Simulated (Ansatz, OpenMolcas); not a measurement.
# BNH3ClO: a line through the functionals

The species is BNH3ClO (7 atoms), meant as a singlet with charge 0. SMILES: `NB(O)Cl`. The shape is that of a PBE0-D4/def2-TZVP optimisation. This is one conformer, not always the lowest.

The HOMO–LUMO gap y, in eV, basis def2-SVPD; a is the functional's share of exact exchange. Programs: Ansatz 0.2.0, OpenMolcas 26.06.

| functional | program | a | y (eV) |
| --- | --- | --- | --- |
| revPBE | Ansatz | 0 | 6.06 |
| TPSS | OpenMolcas | 0 | 6.37 |
| B3LYP | Ansatz | 0.2 | ? |
| PBE0 | Ansatz | 0.25 | 8.23 |
| BHLYP | Ansatz | 0.5 | 9.96 |

**Question.** Fit y = c + s·a to the known rows and predict B3LYP.

**Answer.** 
1. Means of the 4 rows: a = 0.1875, y = 7.655.
2. Σ(Δa)² = 0.17188, Σ(Δa·Δy) = 1.2963, so the slope is 1.2963/0.17188 = 7.5419.
3. Intercept: 7.655 − (7.5419) × 0.1875 = 6.241. The largest residual of the fit is 0.18.
4. B3LYP: 6.241 + (7.5419) × 0.2 = 7.75 eV.

The run gave 7.67 eV, so the prediction is off by +0.08 eV, within the largest residual. Exact exchange lowers occupied levels and raises empty ones. The rows mix families of semi-local functionals, which the line can't see.
